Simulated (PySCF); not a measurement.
Be(Et)(SeH) (C2H6BeSe), SMILES C[CH2][Be][SeH].

The structure is a stationary point at TPSSh-D3(BJ)/def2-SVP. The structure was generated by enumeration; whether it is a known compound was not checked. The values are those of a single conformer.

These are PySCF with TDDFT-PBE/def2-SVPD values and carry that method's errors.

Vertical excitations. The molecule is in vacuum.

Computed lowest excited states:
```
state  energy (eV)  λ (nm)      f                            main pairs
-----  -----------  ------  -----  ------------------------------------
S1            4.64     267  0.001                        HOMO→LUMO 99 %
S2            5.24     237  0.010                      HOMO−1→LUMO 97 %
S3            5.29     234  0.054    HOMO→LUMO+2 56 %, HOMO→LUMO+1 41 %
S4            5.57     223  0.071    HOMO→LUMO+1 47 %, HOMO→LUMO+2 38 %
S5            5.80     214  0.017                    HOMO−1→LUMO+1 94 %
S6            5.93     209  0.078                    HOMO−1→LUMO+2 88 %
S7            6.01     206  0.018                      HOMO→LUMO+3 90 %
S8            6.48     191  0.036                      HOMO→LUMO+4 94 %
S9            6.50     191  0.021  HOMO−1→LUMO+3 54 %, HOMO−2→LUMO 42 %
S10           6.61     187  0.013  HOMO−2→LUMO 47 %, HOMO−1→LUMO+3 42 %
T1            4.41     281      0                        HOMO→LUMO 99 %
T2            4.75     261      0                      HOMO→LUMO+1 86 %
T3            4.87     255      0                      HOMO−1→LUMO 96 %
T4            5.04     246      0                      HOMO→LUMO+2 87 %
```
Triplets are in the Tamm–Dancoff approximation, which puts them higher than full response would, so one can lie above its singlet here.
